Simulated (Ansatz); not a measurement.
`CN[Si](Cl)(Cl)NC`, charge 0, multiplicity 1.

(1) Give a relaxed structure at PBE0-D4/def2-TZVP (the Gaussian-basis code of Ansatz). (Best estimate.)

Results:

(1) Computed: 
Cartesian coordinates in Å:
```
C 0.529 -2.297 1.409
N 0.081 -0.957 1.086
Si 0.006 -0.241 -0.443
Cl -1.607 -0.775 -1.609
Cl 1.646 -0.912 -1.494
N -0.092 1.431 -0.215
C -0.532 2.426 -1.172
H -0.282 -3.034 1.385
H 1.289 -2.610 0.693
H 0.984 -2.318 2.403
H -0.568 -0.576 1.759
H 0.540 1.795 0.483
H 0.287 2.814 -1.788
H -1.006 3.267 -0.659
H -1.274 1.987 -1.839
```
Point group C2.
This is one stationary point; other conformers may exist.
